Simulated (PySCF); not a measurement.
# Electric field gradients and quadrupole coupling constants

C7H13NSi.
Z-matrix (Å and degrees, GFN2-xTB geometry), rows numbered from 1:
```
C 
C   1  1.3197
C   2  1.5025  1  123.24
N   3  1.4499  2  113.07  1   -92.33
Si  4  1.7230  3  120.39  2    83.91
C   4  1.4457  3  114.15  2   -70.39
C   6  1.4732  4  114.27  3    77.42
C   7  1.3000  6  153.08  4  -138.72
C   8  1.5020  7   64.41  6  -178.30
H   1  1.0772  2  122.22  3   177.72
H   1  1.0783  2  121.44  3    -2.48
H   2  1.0817  1  120.58  3  -176.91
H   3  1.0919  2  109.52  1    27.34
H   3  1.0979  2  109.76  1   146.44
H   5  1.4633  4  104.40  3    45.27
H   5  1.4636  4  104.32  3   163.42
H   5  1.4695  4  116.90  3   -75.70
H   6  1.0987  4  109.20  3   -45.64
H   6  1.0967  4  107.60  3  -162.84
H   8  1.0618  7  151.32  9   178.78
H   9  1.0857  7  119.81  8  -105.85
H   9  1.0853  7  119.42  8   106.01
```

Field gradients from the PBE0/pcSseg-1 density (PySCF, non-relativistic), principal values in atomic units, ordered |Vxx| ≤ |Vyy| ≤ |Vzz|:

```tsv
atom	Vxx	Vyy	Vzz
N4	0.3512	0.7822	-1.1335
```

**Question.** Find the asymmetry η = (Vxx − Vyy)/Vzz and the couplings χ = eQV/h (234.96 MHz × Q in barn × V in au), with Q(14N) = 0.02044 b.

**Answer.** 
```csv
atom,environment,nucleus,η,χzz (MHz),χxx (MHz),χyy (MHz)
N4,silicon-bound nitrogen,14N,0.38,-5.44,1.69,3.76
```

**Question.** What is Vzz at N4 in SI units (1 au = 9.71736 × 10²¹ V/m²)?

**Answer.** -1.1335 au = -11.014 × 10²¹ V/m².

**Question.** What couplings would deuterons (Q(2H) = 0.00286 b) have in place of the hydrogens, at this geometry?

**Answer.** 
```tsv
atom	bonded to	bond length (Å)	Vzz (au)	η	χzz (kHz)
H10	C1	1.077	0.3372	0.05	227
H11	C1	1.078	0.3347	0.06	225
H12	C2	1.082	0.3234	0.06	217
H13	C3	1.092	0.2980	0.04	200
H14	C3	1.098	0.2889	0.04	194
H15	Si5	1.463	0.1619	0.05	109
H16	Si5	1.464	0.1619	0.05	109
H17	Si5	1.470	0.1569	0.01	105
H18	C6	1.099	0.2872	0.05	193
H19	C6	1.097	0.2908	0.04	195
H20	C8	1.062	0.3719	0.00	250
H21	C9	1.086	0.3209	0.08	216
H22	C9	1.085	0.3192	0.08	215
```

The structure is a single GFN2-xTB conformer in the gas phase; no vibrational or solvent corrections. GFN2-xTB bond lengths can be off by several hundredths of an ångström, more for odd bonds, and the gradients follow them. With so small a basis the couplings can be 20 % off.
